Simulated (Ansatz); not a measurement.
Basis sets compared for the cluster RuO₂⁻ (the lowest doublet isomer of a short search). The state is a doublet with charge -1. Geometry PBE0-D4/def2-TZVPD. Ansatz on 4 threads of Arm Neoverse V2 on a shared host; times are rough, and most runs start from earlier orbitals.

```xyz
3

Ru   -0.166   -0.197    0.046
O     1.026   -0.403    1.230
O    -0.860    0.601   -1.276
```

In the def2 sets Ru takes a core potential; there is no spin–orbit coupling. At PBE-D4/def2-SVPD, PBE-D4/def2-TZVPD the highest occupied level of the charge -1 doublet lies above zero (up to 0.92 eV). By energy differences its removal costs 2.56 eV (vertical, to the charge 0 triplet, at PBE-D4/def2-TZVPD), but a singlet of that charge lies lower, at 2.25 eV. The structure comes from a short search, and lower isomers may exist.

```
            level  functions  energy (Eh)  HOMO (eV)  LUMO (eV)  wall time
 PBE-D4/def2-SVPD         80    -245.1626       0.92       1.38      0.9 s
PBE0-D4/def2-SVPD         80    -245.0740      -0.38       2.31      1.1 s
```

Problem. Estimate the rows for PBE-D4/def2-TZVPD (with forces), PBE0-D4/def2-TZVPD.

Solution. 
| level | functions | energy (Eh) | HOMO (eV) | LUMO (eV) | wall time |
| --- | --- | --- | --- | --- | --- |
| PBE-D4/def2-TZVPD (with forces) | 120 | -245.3610 | 0.92 | 1.39 | 1.5 s |
| PBE0-D4/def2-TZVPD | 120 | -245.2735 | -0.35 | 2.34 | 3.9 s |
